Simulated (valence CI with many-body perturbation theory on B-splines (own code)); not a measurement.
**E1 line list for N**

Method: relativistic CI+MBPT: five valence electrons over a frozen Dirac-Fock core [He], a basis of 10 s, 10 p, 9 d, 7 f, 4 g, 2 h functions for each j, with the one-electron correlation potential Σ1 (screened to all orders), the two-electron term Σ2, the three-electron term Σ3, Breit, model QED; selected single and double excitations, second order for the rest, scaled by the run's own slope (own B-spline code, finite nucleus).

Set against measurement, 40 paired levels are off by 85 cm⁻¹ on average, the worst by 169. These come from a selection out of the NIST Handbook of Basic Atomic Spectroscopic Data. Levels without a partner in it may be off by more. Among the levels kept, up to 960 cm⁻¹ of a level comes from second order outside the variational space, and about a tenth of that is noise between levels of different J, which matters for small intervals.

Lines 201 to 250 of 290 in falling wavelength, among levels below 13.565 eV, chosen from the strongest by gf and those to the six lowest levels. Wavelengths and rates use the calculated energies, so an error of 80 cm⁻¹ moves a line at 1415 Å by 0.11 % and its rate by three times that or more. Electric multipoles are in the length gauge, E1 and E2 with the static RPA response of the core. Weak lines are less certain than strong ones. Lines between different terms over intervals too small for the method are left out, as are lines whose strength nearly cancels. Where a level lies close to another of its J and parity, the split of strength between their lines is uncertain.

Names give the largest LS component (configuration and term), which can be under half, so a name can repeat, a term be missing and a line seem to break the LS rules; names also repeat where a configuration has a term twice.

```
λ vac (Å)  λ from measured levels            Upper           Lower   A (s⁻¹)  S (a.u.) with core polarisation  S without
     1415                    1412  2s²2p²3s ²D_3/2  2s²2p³ ²P°_1/2  4.30e+07                         2.40e-01   2.40e-01
     1414                    1412  2s²2p²3s ²D_3/2  2s²2p³ ²P°_3/2  9.67e+06                         5.40e-02   5.39e-02
     1414                    1412  2s²2p²3s ²D_5/2  2s²2p³ ²P°_3/2  5.14e+07                         4.30e-01   4.29e-01
     1342                    1337  2s²2p²4s ⁴P_1/2  2s²2p³ ²P°_1/2  2.19e+04                         5.21e-05   5.20e-05
     1342                    1337  2s²2p²4s ⁴P_1/2  2s²2p³ ²P°_3/2  1.52e+04                         3.61e-05   3.60e-05
     1341                    1336  2s²2p²4s ⁴P_3/2  2s²2p³ ²P°_1/2  9.04e+03                         4.30e-05   4.29e-05
     1341                    1336  2s²2p²4s ⁴P_3/2  2s²2p³ ²P°_3/2  5.36e+04                         2.55e-04   2.55e-04
     1333                    1328  2s²2p²4s ²P_1/2  2s²2p³ ²P°_1/2  1.00e+07                         2.34e-02   2.33e-02
     1332                    1328  2s²2p²4s ²P_1/2  2s²2p³ ²P°_3/2  4.86e+06                         1.13e-02   1.13e-02
     1331                    1327  2s²2p²4s ²P_3/2  2s²2p³ ²P°_1/2  1.73e+06                         8.04e-03   8.01e-03
     1331                    1327  2s²2p²4s ²P_3/2  2s²2p³ ²P°_3/2  1.03e+07                         4.79e-02   4.78e-02
     1324                    1320  2s²2p²3d ²P_3/2  2s²2p³ ²P°_1/2  1.73e+07                         7.91e-02   7.90e-02
     1324                    1320  2s²2p²3d ²P_3/2  2s²2p³ ²P°_3/2  5.42e+07                         2.48e-01   2.48e-01
     1323                    1319  2s²2p²3d ²P_1/2  2s²2p³ ²P°_1/2  4.65e+07                         1.06e-01   1.06e-01
     1323                    1319  2s²2p²3d ²P_1/2  2s²2p³ ²P°_3/2  2.30e+07                         5.27e-02   5.27e-02
     1323                    1319  2s²2p²3d ⁴F_3/2  2s²2p³ ²P°_1/2  1.67e+04                         7.64e-05   7.62e-05
     1323                    1319  2s²2p²3d ⁴F_3/2  2s²2p³ ²P°_3/2  1.72e+06                         7.86e-03   7.86e-03
     1320                    1316  2s²2p²3d ²F_5/2  2s²2p³ ²P°_3/2  1.16e+06                         7.94e-03   7.94e-03
     1320                          2s²2p²3d ⁴P_5/2  2s²2p³ ²P°_3/2  1.09e+04                         7.46e-05   7.46e-05
     1320                          2s²2p²3d ⁴P_3/2  2s²2p³ ²P°_1/2  6.43e+05                         2.92e-03   2.92e-03
     1319                          2s²2p²3d ⁴P_1/2  2s²2p³ ²P°_1/2  1.89e+05                         4.29e-04   4.29e-04
     1319                          2s²2p²3d ⁴P_3/2  2s²2p³ ²P°_3/2  2.44e+05                         1.10e-03   1.10e-03
     1319                          2s²2p²3d ⁴P_1/2  2s²2p³ ²P°_3/2  9.19e+04                         2.08e-04   2.08e-04
     1318                          2s²2p²3d ⁴D_1/2  2s²2p³ ²P°_1/2  3.12e+05                         7.05e-04   7.04e-04
     1317                          2s²2p²3d ⁴D_1/2  2s²2p³ ²P°_3/2  1.56e+05                         3.52e-04   3.52e-04
     1317                          2s²2p²3d ⁴D_3/2  2s²2p³ ²P°_1/2  6.91e+04                         3.12e-04   3.12e-04
     1317                          2s²2p²3d ⁴D_3/2  2s²2p³ ²P°_3/2  8.67e+04                         3.91e-04   3.91e-04
     1317                          2s²2p²3d ⁴D_5/2  2s²2p³ ²P°_3/2  4.29e+05                         2.90e-03   2.90e-03
     1315                          2s²2p²3d ²D_3/2  2s²2p³ ²P°_1/2  6.68e+07                         3.00e-01   3.00e-01
     1315                          2s²2p²3d ²D_3/2  2s²2p³ ²P°_3/2  1.97e+07                         8.83e-02   8.83e-02
     1314                          2s²2p²3d ²D_5/2  2s²2p³ ²P°_3/2  8.38e+07                         5.63e-01   5.64e-01
     1244                    1243  2s²2p²3s ²D_3/2  2s²2p³ ²D°_3/2  3.02e+08                         1.15e+00   1.15e+00
     1244                    1243  2s²2p²3s ²D_5/2  2s²2p³ ²D°_3/2  2.28e+07                         1.30e-01   1.30e-01
     1244                    1243  2s²2p²3s ²D_3/2  2s²2p³ ²D°_5/2  3.29e+07                         1.25e-01   1.25e-01
     1244                    1243  2s²2p²3s ²D_5/2  2s²2p³ ²D°_5/2  3.15e+08                         1.80e+00   1.80e+00
     1202                    1201  2s²2p²3s ⁴P_1/2  2s²2p³ ⁴S°_3/2  4.08e+08                         7.00e-01   7.01e-01
     1201                    1200  2s²2p²3s ⁴P_3/2  2s²2p³ ⁴S°_3/2  4.11e+08                         1.41e+00   1.41e+00
     1201                    1200  2s²2p²3s ⁴P_5/2  2s²2p³ ⁴S°_3/2  4.15e+08                         2.13e+00   2.13e+00
     1188                    1185  2s²2p²4s ⁴P_1/2  2s²2p³ ²D°_3/2  1.66e+05                         2.74e-04   2.74e-04
     1187                    1184  2s²2p²4s ⁴P_3/2  2s²2p³ ²D°_3/2  3.30e+04                         1.09e-04   1.09e-04
     1187                    1184  2s²2p²4s ⁴P_3/2  2s²2p³ ²D°_5/2  2.38e+05                         7.86e-04   7.85e-04
     1186                    1183  2s²2p²4s ⁴P_5/2  2s²2p³ ²D°_5/2  2.08e+03                         1.03e-05   1.03e-05
     1181                    1178  2s²2p²4s ²P_1/2  2s²2p³ ²D°_3/2  1.00e+08                         1.63e-01   1.63e-01
     1179                    1177  2s²2p²4s ²P_3/2  2s²2p³ ²D°_3/2  1.01e+07                         3.26e-02   3.26e-02
     1179                    1177  2s²2p²4s ²P_3/2  2s²2p³ ²D°_5/2  9.01e+07                         2.92e-01   2.91e-01
     1173                    1171  2s²2p²3d ²P_3/2  2s²2p³ ²D°_5/2  2.93e+06                         9.34e-03   9.35e-03
     1173                    1171  2s²2p²3d ²P_1/2  2s²2p³ ²D°_3/2  1.18e+06                         1.88e-03   1.88e-03
     1173                    1171  2s²2p²3d ⁴F_3/2  2s²2p³ ²D°_3/2  9.89e+04                         3.15e-04   3.15e-04
     1173                    1170  2s²2p²3d ⁴F_3/2  2s²2p³ ²D°_5/2  1.08e+04                         3.45e-05   3.46e-05
     1173                    1170  2s²2p²3d ⁴F_5/2  2s²2p³ ²D°_3/2  6.10e+06                         2.91e-02   2.91e-02
```
